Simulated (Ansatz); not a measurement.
`N[SiH2]C[SiH2]Cl` + `F[SiH](F)S` → `F[SiH](F)S[SiH2]Cl` + `C[SiH2]N`  (ligand exchange at the Si–C bond)

Program: Ansatz. Geometries: PBE0-D4/def2-TZVP. ΔE: electronic, gas phase. CCSD(T)/CBS is the MP2 limit (def2-TZVPP, def2-QZVPP) plus CCSD(T) − MP2 in def2-TZVPP, frozen cores. Functionals use def2-TZVPP. B3LYP here is the variant with VWN-RPA as its local correlation; programs differ in this. One conformer a species, not always the lowest.

Task: Is it downhill or uphill in electronic energy at CCSD(T)/CBS, and by how much? (Best estimate.)

Result: Ansatz gave: Downhill: ΔE = -0.54 eV.

Task: What do these levels give: r2SCAN-D4, PBE0-D4, ωB97X-V, B2PLYP, r2SCAN, B3LYP, MP2/def2-TZVPP, SCS-MP2/def2-TZVPP, HF/def2-QZVPP, MP2/def2-QZVPP, HF/CBS(def2), MP2/CBS(def2)? (Best estimate.)

Result: Computed: r2SCAN-D4 -0.58, PBE0-D4 -0.57, ωB97X-V -0.53, B2PLYP -0.55, r2SCAN -0.58, B3LYP -0.55, MP2/def2-TZVPP -0.54, SCS-MP2/def2-TZVPP -0.52, HF/def2-QZVPP -0.53, MP2/def2-QZVPP -0.56, HF/CBS(def2) -0.53, MP2/CBS(def2) -0.58 eV.

Largest T1 diagnostic among the species: 0.012.
